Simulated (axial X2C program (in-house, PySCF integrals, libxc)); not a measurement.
## Low determinants of KP⁺ at the PBE0 level, two-component

Computed with an in-house relativistic program for diatomic molecules. Two-component (2c) means X2C with spin–orbit coupling and atomic mean-field two-electron Coulomb and Gaunt terms. Basis: K dyall-cv3z [11s12p6d3f], P dyall-v3z [8s7p2d1f] (cores contracted in-house); Gaussian nuclei, density fitting, unrestricted open shells. Masses: K 38.964 u, P 30.974 u.

Search at 3.531 Å (vertical energies from the lowest determinant):

| ΔE (eV) | state | electrons beyond evenly filled partner blocks | electrons in ±ω = 1/2, 3/2, 5/2, 7/2 |
| --- | --- | --- | --- |
| 0.00 | Ω = 3/2 | ω = 3/2 | 26 7 0 0 |
| 0.64 | Ω = 1/2 | 2 × ω = -1/2, ω = 3/2 | 26 7 0 0 |
| 1.39 | Ω = 1/2 | ω = 1/2 | 27 6 0 0 |
| 1.43 | Ω = 5/2 | 2 × ω = 1/2, ω = 3/2 | 26 7 0 0 |
| 1.46 | Ω = 1/2 | ω = 1/2 | 25 8 0 0 |
| 7.91 | Ω = 7/2 | ω = 1/2, 2 × ω = 3/2 | 25 8 0 0 |

Lowest determinant, Ω = 3/2 (⟨Sz⟩ = 1.50, ⟨Lz⟩ = 0.00 at PBE0): Re = 3.493 Å, ωe = 84.5 cm⁻¹.

The determinant in row 2 of the search, Ω = 1/2 (⟨Sz⟩ = 0.50, ⟨Lz⟩ = 0.00 at PBE0), was followed along the bond at PBE0; measured from the minimum of the lowest determinant it gives:

Te = 0.645 eV (5201 cm⁻¹), Re = 3.524 Å, ωe = 86.5 cm⁻¹.

Task: Compare the bond of the determinant in row 2 with that of the lowest one.

Result: At PBE0 its Re is 0.031 Å longer and its force constant, which goes as ωe², is 1.05 times that of the lowest determinant. This determinant mixes spin states, so it has no term energy of its own.

The search compares states at one distance, so a state with another bond length can lie lower; it is not exhaustive and yields mostly the lowest determinant of each block pattern, so other components and higher states of one pattern are missing. A followed state lies above the atoms to which the lowest one dissociates. These are energies of single determinants, not of spin-adapted states; PBE0 term energies can be off by some tenths of an eV, and the functional has no current term.
